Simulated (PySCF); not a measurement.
Structure problem from calculated spectra and properties.

Elements present: C, H, N and O. Monoisotopic mass: 111.0200 u (electron mass counted); charge -1.

* 13C NMR: chemical shifts (computed TMS as zero) by class: 162.0 (1 C), 158.8 (1 C), 131.3 (1 C), 109.8 (1 C) ppm [GIAO PBE0/pcSseg-1]
* Rotational structure: rotational constants A, B, C: 5.473, 1.697, 1.295 GHz [GFN2-xTB]
* 1H NMR: chemical shifts (computed TMS as zero) by class: 10.19 (1 H), 6.75 (1 H), 6.33 (1 H) ppm [GIAO PBE0/pcSseg-1]
* NMR, other nuclei: isotropic shieldings of nuclei other than C and H, by class: -21 (1 N), 74 (1 N), 17 (2 O) ppm [GIAO PBE0/pcSseg-1]
* Couplings: largest of the computed one-bond spin–spin couplings (means over like bonds): 13C–1H +182.1, 13C–1H +181.1, 15N–1H -103.4, 13C–13C +71.8, 13C–13C +71.8, 17O–13C +27.3 (×2), 15N–13C -16.9, 15N–13C -9.4 Hz [B3LYP/pcJ-1, spin–dipole term left out for some pairs]

Gas-phase values; electronic properties from PySCF, density fitting. Levels stand in brackets. Isolated species at its GFN2-xTB geometry, gas phase. No diffuse functions stand in pcJ-1 and pcSseg-1, which bears on an anion's orbital energies. NMR values are class means; diastereotopic atoms form classes of their own.

Question: Which formula fits the mass and the elements?

Answer: C4H3N2O2 (calculated 111.0200). No other formula that holds each of these elements comes within 0.0003 u with a fitting electron parity and a possible valence count.

Question: Propose a structure and show how it fits.

Answer: Numbering: `[O:1]=[C:2]([O-:3])[c:4]1[n:5][cH:6][cH:7][nH:8]1`. 4 carbons fall into 4 classes; from least to most shielded: carboxylate carbon [C2] (162.0 ppm), substituted aromatic carbon [C4] (158.8 ppm), aromatic CH next to a ring nitrogen [C6] (131.3 ppm), aromatic CH next to a ring nitrogen [C7] (109.8 ppm). Hydrogen classes from least to most shielded: 1 H on a pyrrole-type nitrogen, N8 (10.19 ppm), 1 H on an aromatic CH next to a ring nitrogen, C6 (6.75 ppm), 1 H on an aromatic CH next to a ring nitrogen, C7 (6.33 ppm). The other shieldings belong to: -21 ppm, pyridine-type nitrogen [N5]; 74 ppm, pyrrole-type nitrogen [N8]; 17 ppm, carboxylate oxygen [O1/O3]. The couplings run between: +182.1 Hz, aromatic CH next to a ring nitrogen [C6] and its hydrogen; +181.1 Hz, aromatic CH next to a ring nitrogen [C7] and its hydrogen; -103.4 Hz, pyrrole-type nitrogen [N8] and its hydrogen; +71.8 Hz, aromatic CH next to a ring nitrogen [C6] and aromatic CH next to a ring nitrogen [C7]; +71.8 Hz, carboxylate carbon [C2] and substituted aromatic carbon [C4]; +27.3 Hz, carboxylate oxygen [O1] and carboxylate carbon [C2] (with 1 like pair); -16.9 Hz, pyrrole-type nitrogen [N8] and aromatic CH next to a ring nitrogen [C7]; -9.4 Hz, pyrrole-type nitrogen [N8] and substituted aromatic carbon [C4]. The optimised geometry has point group Cs and is an asymmetric top. Structure: `O=C([O-])C1=NC=CN1`. The assignments are read from this structure; whether some other isomer fits the data as well wasn't checked.

The values belong to the conformer `[O:1]=[C:2]([O-:3])[c:4]1[n:5][cH:6][cH:7][nH:8]1`: O1–C2–C4–N5 0°.
